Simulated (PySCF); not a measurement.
# Two-component Hartree-Fock for Kr⁺ (krypton, charge +1)

Start: [Ar] 3d10 4s2 4p4 4d1; 4p1/2 filled at m_j = +1/2; 4p3/2 filled at m_j = -1/2, +1/2, +3/2; 4d5/2 filled at m_j = +5/2. Calculated with PySCF 2.14 in x2c-SVPall-2c with one added diffuse shell each of s, p, d type (6s7p4d, 47 functions): generalised Hartree-Fock with the X2C-1e Hamiltonian and a Gaussian nucleus; one run each with spin-orbit coupling (SO) switched off, then screened by Boettger's factors. This is a chosen level, not necessarily the ground level.

```csv
spinor shell,electrons,"ε, spin-free (eV)","ε, screened SO (eV)",weight of nominal j (screened SO),"rms radius, screened SO (bohr)"
1s1/2,2,-14416.2,-14415.8,1.000,0.0478
2s1/2,2,-1975.7,-1975.6,1.000,0.199
2p1/2,2,-1743.9,-1781.0,1.000,0.175
2p3/2,4,-1743.9,-1726.0,1.000,0.178
3s1/2,2,-321.19,-321.11,1.000,0.565
3p1/2,2,-244.74,-250.62,0.999,0.574
3p3/2,4,-244.74,-241.80,0.999,0.585
3d3/2,4,-118.00,-118.79,0.974,0.610
3d5/2,6,-118.00,-117.37,0.982,0.612
4s1/2,2,-44.741,-44.719,1.000,1.64
4p3/2,3,-28.285,-29.260,0.594,1.93
4p1/2,1,-28.285,-25.571,0.629,1.93
4d5/2,1,-8.238,-8.227,1.000,3.12
```

```tsv
quantity	spin-free	screened SO
E (hartree)	-2786.59997	-2786.75499
M_J	9/2	9/2
⟨J²⟩	24.756	24.761
⟨L²⟩	12.005	12.368
⟨S²⟩	3.751	3.621
```

Each row is a mean over spinors that exchange with the open shell spreads, by up to 6.867 eV (4s1/2).

Rows whose weight is well below 1 are mixtures of j = l ± 1/2: exchange outweighs spin-orbit coupling there, and the label is only the starting occupation.

Without spin-orbit coupling the j labels of p, d and f shells carry no meaning; the spin-free column gives the mean over the occupied spinors of each nl shell.
